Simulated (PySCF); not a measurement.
A series of tetrahedral complexes of Different ions with Br ligands

All values are computed with PySCF: state-averaged CASSCF of the d shell with SC-NEVPT2, spin-free X2C, triple-zeta basis on the metal and double-zeta on the ligands, mean-field spin-orbit coupling; model geometries with bond lengths from ionic radii.

| complex | point group | M–L / Å | L–M–L / ° | solvent |
| --- | --- | --- | --- | --- |
| VBr4 | Td | 2.32 | 109 | none |
| [VBr4]2- | Td | 2.53 | 109 | water |
| MoBr4 | Td | 2.39 | 109 | none |
| [CoBr4]2- | Td | 2.48 | 109 | water |
| [MnBr4]- | Td | 2.38 | 109 | water |

For VBr4, MoBr4 the d shell alone is too small an active space: their values show what this model gives and aren't sound predictions.

(1) Rank by 10Dq at CASSCF level, lowest first.
A. VBr4
B. [MnBr4]-
C. MoBr4
D. [CoBr4]2-
E. [VBr4]2-

(2) Rank by the nephelauxetic ratio at CASSCF level, lowest first.
A. [VBr4]2-
B. [CoBr4]2-
C. [MnBr4]-
D. MoBr4

(3) Rank by the spin-orbit constant ζ, lowest first.
A. VBr4
B. [MnBr4]-
C. MoBr4
D. [VBr4]2-
E. [CoBr4]2-

(4) What are the ground states and moments?

The tetrahedral shape is imposed. Real complexes may take another, with another ground state.

## Answers

(1) D (1965 cm⁻¹), E (2810 cm⁻¹), B (4573 cm⁻¹), A (7330 cm⁻¹), C (9416 cm⁻¹).

(2) D (0.600), C (0.821), A (0.896), B (0.947).

(3) A (41 cm⁻¹), D (135 cm⁻¹), B (250 cm⁻¹), C (405 cm⁻¹), E (492 cm⁻¹).

(4) 
| complex | shell | ground state (NEVPT2) | total orbital splitting (CASSCF fit) / cm⁻¹ | μeff(300 K) / μB |
| --- | --- | --- | --- | --- |
| VBr4 | d1 | 2E | 7331 | 1.75 |
| [VBr4]2- | d3 | 4T1 | 2810 | 3.87 |
| MoBr4 | d2 | 3A2 | 9416 | 2.68 |
| [CoBr4]2- | d7 | 4A2 | 1965 | 4.82 |
| [MnBr4]- | d4 | 5T2 | 4573 | 4.83 |
